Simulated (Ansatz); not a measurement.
Mulliken charges of `B[CH2][GeH2][Cl]` from ωB97M-V/def2-TZVPP in Ansatz (PBE0-D4/def2-TZVP geometry).

| atom | x (Å) | y (Å) | z (Å) | charge (e) |
| --- | --- | --- | --- | --- |
| B1 | -1.533 | 0.523 | -0.065 | -0.223 |
| C2 | -0.455 | -0.470 | -0.518 | -0.312 |
| Ge3 | 1.209 | 0.031 | 0.410 | 0.290 |
| Cl4 | 2.706 | -1.377 | -0.255 | -0.290 |
| H5 | -1.691 | 1.559 | -0.645 | 0.080 |
| H6 | -2.182 | 0.311 | 0.919 | 0.080 |
| H7 | -0.611 | -1.506 | -0.211 | 0.149 |
| H8 | -0.180 | -0.415 | -1.574 | 0.149 |
| H9 | 1.107 | -0.130 | 1.932 | 0.038 |
| H10 | 1.714 | 1.423 | 0.011 | 0.038 |

**Question.** By hand: the dipole of these point charges (1 e Å = 4.8032 D).

**Answer.** Σ q r = (-0.271, 0.351, 0.199) e Å, of length 0.486 e Å = 2.33 D.

**Question.** How does the dipole of the full density compare? (An estimate is asked.)

**Answer.** Ansatz gave: (-0.214, 0.126, 0.035) e Å, 1.20 D; the point charges give 1.94 times that, at 26° from its direction.

Point charges leave out the atoms' own dipoles, such as those of lone pairs, and Mulliken's split depends on the basis, so the two needn't agree.
